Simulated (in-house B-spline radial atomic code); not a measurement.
Values are calculated unless marked as measured or tabulated.
## Zr in an electron gas of r_s = 3: phase shifts, screening, friction and resistivity

A nucleus sits in a uniform electron gas with a rigid positive background. The Kohn-Sham equations are solved self-consistently in the spin-unpolarised LDA (PW92), non-relativistic, on B-splines with outgoing waves at the boundary and partial waves to l = 8. The model has no lattice, no bands and no magnetic solution. Atomic units; δ_l are the phase shifts at the Fermi level, counted so that each bound state adds π, and good to about 0.0005. A narrow, partly filled d or f resonance in a thin gas would split by spin, so such rows rest on a solution that is probably unstable.

The density parameter is r_s = 3 bohr, near that of the valence electrons of Ag (1 per atom, density 10.5 g/cm³, mass 107.87 u, which gives r_s = 3.02).

| l | δ_l (rad) |
| --- | --- |
| 0 | 12.2573 |
| 1 | 9.3457 |
| 2 | 4.5523 |
| 3 | -0.0271 |
| 4 | -0.0040 |
| 5 | -0.0006 |
| 6 | -0.0004 |
| 7 | -0.0004 |
| 8 | -0.0004 |

Bound levels below the band bottom (hartree): s -13.79, p -11.07, d -6.1, s -1.494, p -0.7692 and deeper ones.

Question: Check the Friedel sum rule, and say where the screening charge sits.

Answer: k_F = (9π/4)^(1/3)/r_s = 0.63972. The rule is Z = (2/π) Σ (2l + 1) δ_l. The terms are s 7.803, p 17.849, d 14.490, f -0.121 and -0.039 beyond, in all 39.983 against Z = 40. Bound states hold 8 s, 18 p, 10 d electrons, so the scattering states carry 3.98 in all; where a term is smaller than its bound count, the bound level has drawn weight out of the band.

Question: Find the transport cross section and the electronic stopping of a 5 keV Zr ion (mass 91.22 u).

Answer: σ_tr = (4π/k_F²) Σ (l + 1) sin²(δ_l − δ_(l+1)). The terms for l = 0 to 3 are 0.0520, 1.9869, 2.9473, 0.0021, all together 4.9883, so σ_tr = 30.707 × 4.9883 = 153.174 bohr². With n = 3/(4π r_s³) = 0.008842, the friction coefficient is Q = n k_F σ_tr = 0.8664. For v well below v_F = 0.640, dE/dx = Q v; with 24801 eV per u at v = 1, v = √(5000/(24801 × 91.22)) = 0.0470, so dE/dx = 0.04073 hartree/bohr = 20.9 eV/nm. The largest term couples the d and f waves.

Question: What residual resistivity would 1 atomic per cent of such centres give in Ag?

Answer: Δρ = k_F n_i σ_tr/n in atomic units of 21.74 μΩ·cm. With one host atom per 1 electron, n_i/n = 0.01/1, so Δρ = 0.6397 × 0.01000 × 153.174 × 21.74 = 21.30 μΩ·cm. This is an atom added to the gas, as on an interstitial site.

Question: On a substitutional site the background of one host ion, a sphere holding 1 charge, is taken out. The phase shifts for l = 0 to 4 become 12.1922, 9.3222, 4.2664, -0.0271, -0.0044. What follows?

Answer: The Friedel sum is now 38.99, for Z − 1 = 39. The sum in σ_tr is 4.3510, so σ_tr = 133.61 bohr² and Δρ = 18.58 μΩ·cm per atomic per cent, 0.87 times the value above. A real host ion scatters too, so this model doesn't give zero even for the host's own atom.
